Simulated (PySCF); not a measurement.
**Computed properties of Mo(O)2(OH) (HMoO3), SMILES [O]=[Mo+](=[O])[OH], charge +1, multiplicity 1**

HMoO3, SMILES [O]=[Mo+](=[O])[OH], charge +1, multiplicity 1. The structure is a stationary point at B3LYP-D3(BJ)/def2-SVP. The spin state was assumed, not searched. The isomer is the one that the SMILES or the coordinates give; other isomers of the formula were not compared. The def2 effective core potentials stand for the cores of Mo; spin–orbit coupling is left out. One conformer was computed; it need not be the lowest. All values are computed for the isolated molecule unless a solvent is named; none is compared with measurement here.

**Structure.** The optimised structure has Cs symmetry. All 9 harmonic modes at B3LYP-D3(BJ)/def2-SVP (PySCF) are real, so it is a minimum. With heavy atoms numbered as in [Mo+:1](=[O:2])(=[O:3])[OH:4], the shortest bond between them is Mo1–O3 at 1.658 Å and the longest Mo1–O4 at 1.808 Å.

**Vibrations.** The strongest infrared lines (harmonic, unscaled, degenerate partners summed) lie at 3738 cm⁻¹ (719 km/mol, H 94 %), 108 cm⁻¹ (226 km/mol, H 92 %, O 8 %), 541 cm⁻¹ (220 km/mol, H 76 %, O 22 %). The softest mode is at 108 cm⁻¹ and the zero-point energy is 11.8 kcal/mol.

**Electronic structure.** ωB97X/def2-TZVPD (PySCF) places the frontier levels at -18.06 and -8.43 eV, a gap of 9.63 eV and a mean polarisability of 38.2 bohr³.

**Excitations.** TDA-PBE0/def2-SVPD (PySCF) has S1 at 3.11 eV (399 nm, f = 0.000, dark); the most intense of the 10 singlets computed lies at 4.81 eV (f = 0.01). T1 (TDA) is at 2.85 eV, 0.26 eV under S1. No vertical singlet excitation falls in the visible range (under 3.1 eV).
